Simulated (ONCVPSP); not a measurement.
# Which change was made? (Dy, ONCV)

* Element: dysprosium
* Generator: ONCVPSP 4.0.1
* Type: optimised norm-conserving Vanderbilt (ONCV)
* Functional: PBE
* Relativity: scalar-relativistic
* Frozen core: [Kr] 4d10 4f9
* Valence charge: 11
* Reference configuration: 5s2 5p6 5d1 6s1 6p1
* Partial waves: 5s+6s: rc 2.35 bohr, ncon 3, nbas 7, qcut 4.9 1/bohr, 2 projectors; 5p+6p: rc 2.50 bohr, ncon 4, nbas 8, qcut 5.1 1/bohr, 2 projectors; 5d: rc 2.85 bohr, ncon 5, nbas 10, qcut 5.5 1/bohr, 2 projectors, debl 2.6 Ha
* Local potential: polynomial inside 1.90 bohr (lpopt 5, dvloc0 0 Ha)
* Core correction: polynomial model core, fcfact 0.25

Cutoffs, loose and tight: the cutoffs (Ha) at which the residual kinetic energy of the hardest occupied pseudo-wave falls to 1 and 0.1 mHa per electron. They do not see the model core or the augmentation charge, which bear on the density cutoff. Test errors are all-electron minus pseudo excitation energies from the reference, over the configurations 5s2 5p6 5d1 6s2 6p0; 5s2 5p6 5d1 6s1 6p0; 5s2 5p6 5d1 6s0 6p0; 5s2 5p6 5d0 6s0 6p0; variants that change the core or the reference have their own tests.

The base gives: outcome: generated; cutoff, loose: 8.9 Ha; cutoff, tight: 11 Ha; bound ghosts: none; GHOST(+) flags above zero: none; largest test error (meV): -113.

Problem. After one change the result is: outcome: generated; cutoff, loose: 14 Ha; cutoff, tight: 19 Ha; bound ghosts: none; GHOST(+) flags above zero: none; largest test error (meV): -109. Which change was it?
A. s: qcut 3.6; p: qcut 3.7; d: qcut 4
B. s: qcut 7.2; p: qcut 7.5; d: qcut 8.1
C. s: qcut 3.1; p: qcut 3.2; d: qcut 3.5
D. s: qcut 6.2; p: qcut 6.5; d: qcut 7

Solution. B. The others give: s: qcut 3.6; p: qcut 3.7; d: qcut 4 → outcome: generated; cutoff, loose: 7.3 Ha; cutoff, tight: 26 Ha; bound ghosts: none; GHOST(+) flags above zero: none; largest test error (meV): -104 | s: qcut 6.2; p: qcut 6.5; d: qcut 7 → outcome: generated; cutoff, loose: 11 Ha; cutoff, tight: 13 Ha; bound ghosts: none; GHOST(+) flags above zero: none; largest test error (meV): -115 | s: qcut 3.1; p: qcut 3.2; d: qcut 3.5 → outcome: generated; cutoff, loose: 20 Ha; cutoff, tight: 41 Ha; bound ghosts: none; GHOST(+) flags above zero: none; largest test error (meV): -99.
